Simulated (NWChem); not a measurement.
# Cl2Se

```xyz
3

Se     0.0000     0.0000     0.6872
Cl    -1.7155     0.0000    -0.6872
Cl     1.7155     0.0000    -0.6872
```
Charge 0, spin multiplicity 1.

The numbers come from NWChem runs, not from measurements. Structure: optimised with B3LYP/def2-SVP, a minimum by its harmonic frequencies.

Symmetry labels belong to the abelian group C2v used in the runs, with the axes of the coordinates shown.

The Hamiltonian is non-relativistic. The structure started from a generated list of species.

Problem. List the lowest 6 singlet excitations that TD-PBE/def2-SVPD gives, with oscillator strengths.

Solution. 
| state | symmetry | energy (eV) | wavelength (nm) | f |
|---|---|---|---|---|
| 1 | b2 | 2.21 | 561 | 0.001 |
| 2 | a2 | 2.55 | 485 | 0.000 |
| 3 | a2 | 4.45 | 278 | 0.000 |
| 4 | b1 | 4.66 | 266 | 0.021 |
| 5 | a1 | 4.70 | 264 | 0.000 |
| 6 | b2 | 4.83 | 257 | 0.002 |
